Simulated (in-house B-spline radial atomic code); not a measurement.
**RPA and G0W0 on Hartree-Fock: Ga II (Ga+)**

Configuration [Ar] 3d10 4s2, mean-field start Hartree-Fock. Computed with a B-spline radial code for spherical atoms: all electrons, scalar-relativistic (spin-free one-electron X2C), finite nucleus, each spin shell either full or empty, empty states to l = 9 with an (l + 1/2)⁻⁴ tail; G0W0 by contour deformation at full frequency.

Command:
```bash
python run_gw.py task.json out
```
Settings (radii: box in bohr, nucleus in fm):
```
Z                        31
electrons                30
configuration            [Ar] 3d10 4s2
hamiltonian              x2c
method                   hf
lmax                     9
rms_radius               3.9973
spin_polarised           False
box_radius               23.78
intervals                71
ion_configuration        [Ar] 3d10 4s1
```

Run time, properties included: 9.3 s on 1 thread of Arm Neoverse N1 (shared host).

Energies (hartree):

```csv
term,value
mean-field total,-1942.02891
Hartree-Fock functional on these orbitals,-1942.02891
direct second order,-2.3958
second-order exchange,0.69729
SOSEX correction,0.63937
```

Task: What is the RPA correlation energy, and what remains with SOSEX?

Result: RPA gives -2.0665 hartree (-1.87 eV per electron); RPA + SOSEX gives -1.4272, and the second-order doubles (MP2) -1.6985 hartree. RPA lacks exchange-type terms and so overcorrelates at short range.

Quasi-particle levels (eV):

```json
{"level": "4s", "occupied": "yes", "mean field": "-19.034", "Σx - vxc": "0.00", "Σc": "?", "QP weight": "?", "G0W0": "?"}
{"level": "3d", "occupied": "yes", "mean field": "-39.94", "Σx - vxc": "0.00", "Σc": "2.47", "QP weight": "0.877", "G0W0": "-37.47"}
{"level": "4p", "occupied": "no", "mean field": "-5.274", "Σx - vxc": "0.00", "Σc": "-0.74", "QP weight": "0.973", "G0W0": "-6.015"}
```

G0W0 = mean field + (Σx - vxc) + Σc, with Σc (partial-wave tail included) taken at the quasi-particle energy. Only the outer levels were computed. Levels of low weight are left out.

Task: Where does G0W0 put 4s?

Result: At -20.455 eV, with Σc = -1.42 eV and a quasi-particle weight of 0.961. The tabulated removal energy is 20.515 eV (NIST, measured); the calculation leaves out spin-orbit coupling, Breit and QED terms, and what these don't explain is the method's own error.

Task: What does it cost to remove one electron (to [Ar] 3d10 4s1) by differences of total energies, each species on its own start (correlation terms add to the Hartree-Fock functional)?

Result: Hartree-Fock functional 18.749 eV, + RPA 20.325 eV, + RPA + SOSEX 19.965 eV, + second order 20.514 eV. Tabulated: 20.515 eV (NIST, measured); the calculation leaves out spin-orbit coupling, Breit and QED terms, and what these don't explain is the method's own error.
